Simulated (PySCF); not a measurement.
Spin–spin coupling constants

Geometry (Å), atoms numbered from 1 in this order:
```xyz
8

N    -1.014   -0.121    0.017
Ga    1.122    0.142   -0.030
H    -1.452    0.481    0.714
H    -1.256   -1.085    0.244
H    -1.431    0.097   -0.888
H     1.163    1.636   -0.552
H     1.468   -1.012   -1.058
H     1.419   -0.119    1.503
```

Method: B3LYP/pcJ-1 (pcSseg-1 on Ga)//PBE0-D3(BJ)/def2-SVP, PySCF 2.14; isolated molecule, single conformer, non-relativistic. Couplings are averaged over pairs made equivalent by symmetry, fast rotation or ring inversion, so a value needn't be that of the named pair in this geometry, while other rotamers aren't included; one pair stands for each set, and the list holds those of at least 0.8 Hz over up to four bonds.

Isotopes: ¹⁵N, ¹H.

```csv
pair,bonds,J (Hz)
"N1, H3",1,-70.3
"N1, H6",2,?
"H3, H4",2,-10.7
"H6, H7",2,?
"H3, H6",3,1.5
```

Estimate the withheld couplings, with signs.

Results:


- ²J(N1,H6) = -5.3 Hz
- ²J(H6,H7) = 20.7 Hz

Relativistic effects of the heavier atoms present are left out.
